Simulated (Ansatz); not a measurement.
Input for Ansatz (a first-principles code): R-CCSD(T)/aug-cc-pVDZ on C2H9NSe (a complex), monomers drawn apart or pushed together. The run froze 17 orbitals, filled d shells among them.

Ansatz 0.2 input:
```yaml
crystal:
  periodic: [false, false, false]
  atoms:
    - {symbol: C, position_ang: [-0.79871167, 0.06319504, -1.83228020]}
    - {symbol: Se, position_ang: [-0.60524658, 0.35728083, 0.09725114]}
    - {symbol: C, position_ang: [1.31832782, 0.72986739, 0.10269614]}
    - {symbol: H, position_ang: [-0.17823772, -0.77308409, -2.14771730]}
    - {symbol: H, position_ang: [-1.84516937, -0.16982911, -2.01792372]}
    - {symbol: H, position_ang: [-0.52507466, 0.96420178, -2.37730074]}
    - {symbol: H, position_ang: [1.85964807, -0.11303527, -0.32245243]}
    - {symbol: H, position_ang: [1.58658715, 0.85643504, 1.14919283]}
    - {symbol: H, position_ang: [1.52512881, 1.63788108, -0.45972760]}
    - {symbol: N, position_ang: [0.35436770, 0.17300541, 3.14504960]}
    - {symbol: H, position_ang: [0.74979568, -0.19734759, 4.00162005]}
    - {symbol: H, position_ang: [-0.39126008, 0.80908300, 3.40410104]}
    - {symbol: H, position_ang: [-0.07453600, -0.59858671, 2.64510417]}
basis:
  gaussian:
    orbitals: aug-cc-pVDZ
magnetization: {spin_polarized: false}
correlation: {method: ccsd_t, electrons: outside_noble_gas}
scf: {lower_state_search: off}
```

The log:

```
Functional definition: HF
[...]
these checks for a lower state are left out or cut short: stability, starts, cluster_reference, orbital_swaps, neighbouring_geometries, increment
integrals: 0.82 GiB planned
1866 factors; integrals over basis functions are off by at most 1.1e-3 eV
mean field: 0.77 GiB planned
mean field evaluation 1: about -68983.5111 eV, gradient 4.1e1 eV
mean field evaluation 2: about -68983.5412 eV, gradient 4.1e1 eV
mean field evaluation 4: about -68987.5559 eV, gradient 3.4e0 eV
mean field evaluation 8: about -68987.6036 eV, gradient 2.0e-1 eV
mean field -68987.60381632 eV, -2535.2476787722 hartree, gradient 2.3e-6 eV, S^2 0.000000; 0 other end points of the search recorded, 0 dependent functions left out
17 core orbitals not correlated
reference -68987.60381632 eV, -2535.2476787722 hartree; 14, 14 occupied and 155, 155 virtual orbitals, 1866 factors
second order -17.43703582 eV of doubles, -0.00000000 eV of singles
coupled cluster: 1.98 GiB planned
cycle   1  -18.49908731 eV  change    -1.1e0 eV  update   9.1e-2
cycle   2  -18.98253338 eV  change   -4.8e-1 eV  update   2.6e-2
cycle   3  -19.06043404 eV  change   -7.8e-2 eV  update   1.0e-2
cycle   4  -19.05956666 eV  change    8.7e-4 eV  update   2.6e-3
cycle   5  -19.05968511 eV  change   -1.2e-4 eV  update   9.3e-4
cycle   6  -19.05974375 eV  change   -5.9e-5 eV  update   3.0e-4
cycle   7  -19.05968582 eV  change    5.8e-5 eV  update   1.1e-4
cycle   8  -19.05968105 eV  change    4.8e-6 eV  update   4.3e-5
cycle   9  -19.05967499 eV  change    6.1e-6 eV  update   1.7e-5
perturbative correction -0.61292357 eV, -0.0225245258 hartree
Total energy: -69007.27641488 eV, -2535.9706334348 hartree
Checks for a lower state left out: stability, starts, cluster_reference, orbital_swaps, neighbouring_geometries, increment
```

The run converged.

Cost: very roughly 110 core-seconds.
